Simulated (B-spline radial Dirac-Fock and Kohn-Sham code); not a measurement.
The computed values come from a radial finite-basis atomic code: independent-particle radiative and Coulomb Auger rates from relativistic LDA hole-state orbitals, with Dirac-Fock energies.

Q: A single inner-shell vacancy in a neutral atom gives this computed emission spectrum. Which element, which hole, and which lines?

```tsv
energy (eV)	relative intensity
8713.7	5.5
9896.8	11.4
9987.5	100.0
11474.4	1.4
11902.2	2.1
11921.7	18.7
12277.2	1.9
```

A: Mercury (Z = 80), hole in L3 (2p3/2). In order of rising energy the lines are Lℓ (L3-M1), Lα2 (L3-M4), Lα1 (L3-M5), Lβ6 (L3-N1), Lβ15 (L3-N4), Lβ2 (L3-N5), Lβ5 (L3-O5).
